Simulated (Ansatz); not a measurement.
Consider the formal exchange of groups at the Si–C bond: `C[SiH2]N` + `OC(F)F` → `N[SiH2]C(O)(F)F` + CH₄.

Computed with Ansatz on PBE0-D4/def2-TZVP structures; ΔE is electronic, products minus reactants. CCSD(T)/CBS adds triple-zeta CCSD(T) − MP2 to the extrapolated MP2 energy (def2 sets, frozen cores). This one scheme is used for every species. DFT in def2-TZVPP. One conformer a species, not always the lowest.

`C[SiH2]N`:

Z-matrix (Å, degrees):
```
C
Si 1 1.871
H 1 1.093 2 111.2
H 1 1.094 2 110.5 3 119.8
H 1 1.093 2 111.2 3 -120.4
N 2 1.720 1 116.4 3 60.2
H 2 1.489 1 108.4 3 -179.4
H 2 1.489 1 108.4 3 -60.3
H 6 1.007 2 120.7 1 73.7
H 6 1.007 2 120.7 1 -73.5
```

`OC(F)F`:

Z-matrix (Å, degrees):
```
C
F 1 1.355
F 1 1.355 2 105.7
O 1 1.346 2 111.4 3 -121.2
H 1 1.091 2 109.4 3 117.7
H 4 0.966 1 108.8 2 58.9
```

`N[SiH2]C(O)(F)F`:

Cartesian coordinates in Å:
```
N 1.547 1.014 0.580
Si 0.701 -0.466 0.537
C -0.893 -0.435 -0.555
O -1.787 0.477 -0.105
F -1.476 -1.677 -0.596
F -0.583 -0.166 -1.867
H 2.085 1.314 -0.217
H 1.166 1.802 1.079
H 1.560 -1.507 -0.072
H 0.243 -0.823 1.899
H -2.563 0.467 -0.683
```

CH₄:

Z-matrix (Å, degrees):
```
C
H 1 1.090
H 1 1.090 2 109.5
H 1 1.090 2 109.5 3 -120.0
H 1 1.090 2 109.5 3 120.0
```

```json
{"level": "PBE-D4", "ΔE (kJ/mol)": "11.2", "difference from CCSD(T)/CBS": "-4.5"}
{"level": "r2SCAN-D4", "ΔE (kJ/mol)": "12.7", "difference from CCSD(T)/CBS": "-3.0"}
{"level": "ωB97X-V", "ΔE (kJ/mol)": "13.3", "difference from CCSD(T)/CBS": "-2.4"}
{"level": "ωB97M-V", "ΔE (kJ/mol)": "13.3", "difference from CCSD(T)/CBS": "-2.4"}
{"level": "PBE", "ΔE (kJ/mol)": "13.6", "difference from CCSD(T)/CBS": "-2.1"}
{"level": "r2SCAN", "ΔE (kJ/mol)": "13.5", "difference from CCSD(T)/CBS": "-2.2"}
{"level": "SCS-MP2/def2-QZVPP", "ΔE (kJ/mol)": "18.5", "difference from CCSD(T)/CBS": "2.8"}
{"level": "HF/CBS(def2)", "ΔE (kJ/mol)": "26.1", "difference from CCSD(T)/CBS": "10.4"}
{"level": "MP2/CBS(def2)", "ΔE (kJ/mol)": "18.0", "difference from CCSD(T)/CBS": "2.3"}
{"level": "CCSD/CBS(def2)", "ΔE (kJ/mol)": "17.5", "difference from CCSD(T)/CBS": "1.8"}
{"level": "CCSD(T)/CBS", "ΔE (kJ/mol)": "15.7", "difference from CCSD(T)/CBS": "0"}
```

Largest T1 diagnostic among the species: 0.012.

The D4 term adds −3.8 kJ/mol with B3LYP and −2.3 kJ/mol with PBE0; it sums over pairs of atoms, weighted by their polarisabilities, and B3LYP, whose exchange is more repulsive, gets the larger term. In def2-TZVPP, CCSD(T) changes the Hartree–Fock value by −7.2 kJ/mol (the triples alone add −1.8 kJ/mol) and MP2 by −4.9 kJ/mol.

B3LYP here is the variant with VWN-RPA as its local correlation; programs differ in this.
